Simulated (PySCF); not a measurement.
## Orbital picture of LaS

PBE0 at R = 2.395 Å; basis La def2-TZVPP with ECP46, S def2-TZVPP; scalar-relativistic core potentials; PySCF 2.14. State: doublet, about 0.1 electrons in the 4f shell (Mulliken). Only the outer orbitals are listed, counted within each symmetry, core potentials removing the inner ones.

```tsv
spin	orbital	occ.	ε (eV)	on La (%)	main shells (%)
α	5σ	1	-24.38	91	92 La p
α	2π	1	-24.14	100	100 La p
α	2π	1	-24.14	100	100 La p
α	6σ	1	-16.24	14	86 S s
α	7σ	1	-6.53	30	68 S p, 24 La d
α	3π	1	-6.45	25	74 S p, 22 La d
α	3π	1	-6.45	25	74 S p, 22 La d
α	8σ	1	-4.26	101	84 La s, 13 La d
α	1δ	0	-2.16	100	100 La d
α	1δ	0	-2.16	100	100 La d
α	4π	0	-1.63	93	50 La p, 42 La d
β	5σ	1	-24.18	91	91 La p
β	2π	1	-23.97	100	100 La p
β	2π	1	-23.97	100	100 La p
β	6σ	1	-16.29	14	86 S s
β	7σ	1	-6.52	28	70 S p, 22 La d
β	3π	1	-6.46	23	77 S p, 19 La d
β	3π	1	-6.46	23	77 S p, 19 La d
β	8σ	0	-2.26	100	86 La s, 11 La d
β	1δ	0	-1.59	100	100 La d
β	1δ	0	-1.59	100	100 La d
```

**Question.** Which are the highest filled and the lowest empty level, where do they sit, and how wide is the gap?

**Answer.** Highest filled α 8σ at -4.26 eV (in %: 84 La s, 13 La d); lowest empty β 8σ at -2.26 eV (in %: 86 La s, 11 La d); the gap at PBE0 is 2.00 eV.

| Item | Value |
| --- | --- |
| bond order (Mayer) | 2.42 |
| ⟨S²⟩ | 0.753 |
| charge on La (Mulliken, basis-dependent) | 0.39 |
| charge on La (Löwdin, basis-dependent) | -0.26 |
| dipole moment (positive dipole means La(−)S(+)) | -6.18 D |
| polarisability along the bond | 172.2 bohr³ |
| polarisability across the bond | 209.9 bohr³ |

Shares are Mulliken populations and can fall outside 0 to 100 %.

Spin–orbit coupling is left out. The state is the lowest single determinant that the PBE0 search found; with open d or f shells the true ground state can be another one.
